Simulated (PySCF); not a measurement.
CF₄ (SMILES FC(F)(F)F), singlet, at a GFN2-xTB geometry; PySCF with R2SCAN/def2-SV(P).

The PySCF input:
```python
from pyscf import gto, scf, dft

mol = gto.M(
    atom='''
C     0.00000000    0.00000000   -0.00000000
F     0.76156680    0.76669051    0.74768414
F    -0.74940203   -0.75691441    0.76961488
F    -0.76791520    0.75064431   -0.75740957
F     0.75575043   -0.76042041   -0.75988945
''',
    basis='def2-sv(p)',
    verbose=4,
)

mf = dft.RKS(mol)
mf.xc = 'r2scan'
mf.DIIS = scf.EDIIS
mf.kernel()
mf.analyze()
```

The log (banner, timings and long lists left out):

```
PySCF version 2.14.0

[INPUT] verbose = 4
[INPUT] num. atoms = 5
[INPUT] num. electrons = 42
[INPUT] charge = 0
[INPUT] spin (= nelec alpha-beta = 2S) = 0
[INPUT] symmetry False subgroup None
[INPUT] Mole.unit = angstrom
[INPUT] Symbol           X                Y                Z      unit          X                Y                Z       unit  Magmom
[...]
nuclear repulsion = 206.829444091093
number of shells = 30
number of NR pGTOs = 120
number of NR cGTOs = 70
basis = def2-sv(p)
ecp = {}

******** <class 'pyscf.dft.rks.RKS'> ********
method = RKS
initial guess = minao
damping factor = 0
level_shift factor = 0
DIIS = <class 'pyscf.scf.diis.EDIIS'>
diis_start_cycle = 1
diis_space = 8
diis_damp = 0
SCF conv_tol = 1e-09
SCF conv_tol_grad = None
SCF max_cycles = 50
direct_scf = True
direct_scf_tol = 1e-13
XC library pyscf.dft.libxc version 7.1.2
    S. Lehtola, C. Steigemann, M. J. T. Oliveira, and M. A. L. Marques,  SoftwareX 7, 1–5 (2018)
XC functionals = r2scan
    J. W. Furness, A. D. Kaplan, J. Ning, J. P. Perdew, and J. Sun,  J. Phys. Chem. Lett. 11, 8208–8215 (2020)
    J. W. Furness, A. D. Kaplan, J. Ning, J. P. Perdew, and J. Sun,  J. Phys. Chem. Lett. 11, 9248–9248 (2020)
    J. W. Furness, A. D. Kaplan, J. Ning, J. P. Perdew, and J. Sun,  J. Phys. Chem. Lett. 11, 8208–8215 (2020)
    J. W. Furness, A. D. Kaplan, J. Ning, J. P. Perdew, and J. Sun,  J. Phys. Chem. Lett. 11, 9248–9248 (2020)
radial grids:
    Treutler-Ahlrichs [JCP 102, 346 (1995); DOI:10.1063/1.469408] (M4) radial grids

becke partition: Becke, JCP 88, 2547 (1988); DOI:10.1063/1.454033
pruning grids: <function nwchem_prune>
grids dens level: 3
symmetrized grids: False
atomic radii adjust function: <function treutler_atomic_radii_adjust>
small_rho_cutoff = 0
Set gradient conv threshold to 3.16228e-05
Initial guess from minao.
tot grids = 71168
init E= -437.717830309728
[...]
cycle= 1 E= -436.807940671855  delta_E= 0.91  |g|=    1  |ddm|= 2.37
[...]
cycle= 2 E= -436.548597113457  delta_E= 0.259  |g|= 1.64  |ddm|= 1.58
[...]
cycle= 3 E= -436.957878736706  delta_E= -0.409  |g|=  0.3  |ddm|= 1.18
[...]
cycle= 4 E= -436.95787873445  delta_E= 2.26e-09  |g|=  0.3  |ddm|= 1.35e-08
[...]
cycle= 5 E= -436.957878735697  delta_E= -1.25e-09  |g|=  0.3  |ddm|= 7.49e-09
[...]
cycle= 6 E= -436.957878736297  delta_E= -6e-10  |g|=  0.3  |ddm|= 3.61e-09
[...]
cycle= 7 E= -436.957878732603  delta_E= 3.69e-09  |g|=  0.3  |ddm|= 2.22e-08
[...]
cycle= 8 E= -436.957878736688  delta_E= -4.08e-09  |g|=  0.3  |ddm|= 2.45e-08
[...]
cycle= 9 E= -436.957878734336  delta_E= 2.35e-09  |g|=  0.3  |ddm|= 1.41e-08
[...]
cycle= 10 E= -436.916152490273  delta_E= 0.0417  |g|= 0.588  |ddm|= 0.168
[...]
cycle= 11 E= -436.937043497703  delta_E= -0.0209  |g|= 0.473  |ddm|= 0.633
[...]
cycle= 12 E= -436.972490281496  delta_E= -0.0354  |g|= 0.0497  |ddm|= 0.256
[...]
cycle= 13 E= -436.972490281376  delta_E= 1.2e-10  |g|= 0.0497  |ddm|= 4.61e-09
[...]
cycle= 14 E= -436.972490281401  delta_E= -2.51e-11  |g|= 0.0497  |ddm|= 9.96e-10
[...]
cycle= 15 E= -436.972490281484  delta_E= -8.34e-11  |g|= 0.0497  |ddm|= 3.16e-09
[...]
cycle= 16 E= -436.972490281388  delta_E= 9.65e-11  |g|= 0.0497  |ddm|= 3.68e-09
[...]
cycle= 17 E= -436.972490282159  delta_E= -7.72e-10  |g|= 0.0497  |ddm|= 2.95e-08
[...]
cycle= 18 E= -436.972490281409  delta_E= 7.5e-10  |g|= 0.0497  |ddm|= 2.86e-08
[...]
cycle= 19 E= -436.964231633812  delta_E= 0.00826  |g|= 0.232  |ddm|= 0.164
[...]
cycle= 20 E= -436.971801913972  delta_E= -0.00757  |g|= 0.0816  |ddm|= 0.185
[...]
cycle= 21 E= -436.972158338851  delta_E= -0.000356  |g|= 0.067  |ddm|= 0.0095
[...]
cycle= 22 E= -436.972158339693  delta_E= -8.43e-10  |g|= 0.067  |ddm|= 2.34e-08
[...]
cycle= 23 E= -436.972158337064  delta_E= 2.63e-09  |g|= 0.067  |ddm|= 7.28e-08
[...]
cycle= 24 E= -436.97215833941  delta_E= -2.35e-09  |g|= 0.067  |ddm|= 6.5e-08
[...]
cycle= 25 E= -436.972158340116  delta_E= -7.07e-10  |g|= 0.067  |ddm|= 1.95e-08
[...]
cycle= 26 E= -436.972158339317  delta_E= 8e-10  |g|= 0.067  |ddm|= 2.2e-08
[...]
cycle= 27 E= -436.972158339436  delta_E= -1.19e-10  |g|= 0.067  |ddm|= 3.22e-09
[...]
cycle= 28 E= -436.971236283625  delta_E= 0.000922  |g|= 0.101  |ddm|= 0.0985
[...]
cycle= 29 E= -436.97283326903  delta_E= -0.0016  |g|= 0.0152  |ddm|= 0.0682
[...]
cycle= 30 E= -436.972833269017  delta_E= 1.27e-11  |g|= 0.0152  |ddm|= 1.53e-09
[...]
cycle= 31 E= -436.97283326902  delta_E= -2.73e-12  |g|= 0.0152  |ddm|= 5.74e-10
[...]
cycle= 32 E= -436.972833269218  delta_E= -1.98e-10  |g|= 0.0152  |ddm|= 2.36e-08
[...]
cycle= 33 E= -436.972833268999  delta_E= 2.19e-10  |g|= 0.0152  |ddm|= 2.61e-08
[...]
cycle= 34 E= -436.972833269082  delta_E= -8.25e-11  |g|= 0.0152  |ddm|= 9.76e-09
[...]
cycle= 35 E= -436.972833269633  delta_E= -5.51e-10  |g|= 0.0152  |ddm|= 6.69e-08
[...]
cycle= 36 E= -436.972636493124  delta_E= 0.000197  |g|= 0.0383  |ddm|= 0.0136
[...]
cycle= 37 E= -436.972779649808  delta_E= -0.000143  |g|= 0.0238  |ddm|= 0.0365
[...]
cycle= 38 E= -436.972863461041  delta_E= -8.38e-05  |g|= 0.00646  |ddm|= 0.0102
[...]
cycle= 39 E= -436.972863460983  delta_E= 5.74e-11  |g|= 0.00646  |ddm|= 1.62e-08
[...]
cycle= 40 E= -436.972863461086  delta_E= -1.02e-10  |g|= 0.00646  |ddm|= 2.87e-08
[...]
cycle= 41 E= -436.972863460693  delta_E= 3.92e-10  |g|= 0.00646  |ddm|= 1.12e-07
[...]
cycle= 42 E= -436.972863460669  delta_E= 2.46e-11  |g|= 0.00646  |ddm|= 6.88e-09
[...]
cycle= 43 E= -436.972863460871  delta_E= -2.03e-10  |g|= 0.00646  |ddm|= 5.79e-08
[...]
cycle= 44 E= -436.972863461002  delta_E= -1.31e-10  |g|= 0.00646  |ddm|= 3.69e-08
[...]
cycle= 45 E= -436.972841095752  delta_E= 2.24e-05  |g|= 0.0135  |ddm|= 0.0117
[...]
cycle= 46 E= -436.97286854654  delta_E= -2.75e-05  |g|= 0.00313  |ddm|= 0.00977
[...]
cycle= 47 E= -436.972868546658  delta_E= -1.18e-10  |g|= 0.00313  |ddm|= 6.87e-08
[...]
cycle= 48 E= -436.97286854649  delta_E= 1.68e-10  |g|= 0.00313  |ddm|= 9.93e-08
[...]
cycle= 49 E= -436.972868546317  delta_E= 1.73e-10  |g|= 0.00313  |ddm|= 1.02e-07
[...]
cycle= 50 E= -436.972868546113  delta_E= 2.03e-10  |g|= 0.00313  |ddm|= 1.19e-07
SCF not converged.
SCF energy = -436.972868546113
**** SCF Summaries ****
Total Energy =                        -436.972868546113432
Nuclear Repulsion Energy =             206.829444091093336
One-electron Energy =                -1018.220124689341560
Two-electron Energy =                  374.417812052134707
Two-electron Coulomb Energy =          421.544914221586396
DFT Exchange-Correlation Energy =      -47.127102169451682
HOMO-LUMO gap [eV] =                    15.230291565550752
**** MO energy ****
[...]
 ** Mulliken pop on meta-lowdin orthogonal AOs  **
 ** Mulliken pop  **
 ** Mulliken atomic charges  **
charge of    0C =      0.94192
charge of    1F =     -0.23548
charge of    2F =     -0.23548
charge of    3F =     -0.23548
charge of    4F =     -0.23548
Dipole moment(X, Y, Z, Debye): -0.00000,  0.00000,  0.00000
```

The run did not converge; its last values are not results.
